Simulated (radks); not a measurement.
The numbers below are computed, except where a source is named.
Q: These are the eigenvalues of the occupied orbitals of an atom or ion with whole-number occupations (Ry). Code: a radial shooting solver on a logarithmic mesh with Libxc functionals. Model: Dirac Kohn-Sham, LDA (Slater exchange, Perdew-Wang correlation), spin-unpolarised, spherical densities, finite nucleus; Fermi nuclear charge, rms radius of each element as measured or else 0.836 A^(1/3) + 0.57 fm.

1s1/2: -38.93257
2s1/2: -2.89578
2p1/2: -1.80944
2p3/2: -1.80618

Which element is it, and in what charge state? The configuration may be excited. Open shells, if any, are shared by 2j + 1.

A: Z = 8, oxygen, charge +1: O+ in [He] 2s2 2p3. The list shows which subshells hold electrons but not how many an open one holds; the 1s level, -19.466 hartree, gives Z - s = 6.2 by -(Z - s)^2/2, which with screening and relativity narrows Z to a few neighbours, and the depths of the outer levels then fix element, charge and occupations together.
